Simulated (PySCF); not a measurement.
All of these have the formula C6H9FSi. Theory: TDDFT B3LYP/def2-SVPD, vertical, gas phase, core orbitals frozen in the response (PySCF). Geometries: GFN2-xTB; one conformer of each isolated species. Triplets are in the Tamm–Dancoff approximation.

A. `C#C[C@@H]1C[SiH2][C@H](F)C1`
B. `CC#C[Si@H]1C[C@@H](F)C1`
C. `C#C[C@@H]1C[SiH2][C@@H](F)C1`
D. `CC[Si@@H]1C=CC=C1F`

Lowest singlet levels (six at most, fewer where fewer were computed) with oscillator strengths:

1. 5.72 eV (f 0.000); 5.92 eV (f 0.041); 6.05 eV (f 0.001); 6.80 eV (f 0.006); 6.88 eV (f 0.001); 6.95 eV (f 0.352); T1 4.89 eV
2. 6.52 eV (f 0.005); 6.64 eV (f 0.025); 6.69 eV (f 0.006); 6.84 eV (f 0.037); 7.00 eV (f 0.030); 7.00 eV (f 0.022); T1 5.50 eV
3. 4.07 eV (f 0.048); 5.38 eV (f 0.000); 5.73 eV (f 0.018); 5.83 eV (f 0.049); 6.03 eV (f 0.006); 6.08 eV (f 0.002); T1 2.51 eV
4. 6.56 eV (f 0.003); 6.68 eV (f 0.010); 6.70 eV (f 0.010); 6.98 eV (f 0.016); 7.02 eV (f 0.052); 7.13 eV (f 0.037); T1 5.50 eV

Problem. Which spectrum belongs to which structure?

Solution. 1 = B, 2 = A, 3 = D, 4 = C.
- A: S1 at 6.52 eV, HOMO-1→LUMO (36%), HOMO→LUMO (24%), HOMO-1→LUMO+3 (10%); Löwdin shares by element: HOMO carbon 85% or more; LUMO silicon 26%, carbon 17% or more, hydrogen 9% or more (atoms not listed hold the other 48%); HOMO -7.59 and LUMO -0.11 eV.
- B: S1 at 5.72 eV, HOMO-1→LUMO (90%); Löwdin shares by element: HOMO carbon 74% or more (atoms not listed hold the other 26%); LUMO carbon 46% or more, silicon 25% (atoms not listed hold the other 29%); HOMO -7.37 and LUMO -0.44 eV.
- C: S1 at 6.56 eV, HOMO-1→LUMO (19%), HOMO→LUMO+2 (15%), HOMO→LUMO+1 (15%); Löwdin shares by element: HOMO carbon 84% or more (atoms not listed hold the other 16%); LUMO silicon 33%, hydrogen 21% or more, carbon 9% or more (atoms not listed hold the other 36%); HOMO -7.52 and LUMO 0.06 eV.
- D: S1 at 4.07 eV, HOMO→LUMO (98%); Löwdin shares by element: HOMO carbon 82% or more (atoms not listed hold the other 18%); LUMO carbon 71% or more (atoms not listed hold the other 29%); HOMO -6.27 and LUMO -1.67 eV.
A and C have S1 within 0.05 eV of each other; their strongest listed levels stand at 6.84 eV (f 0.037) and 7.02 eV (f 0.052).
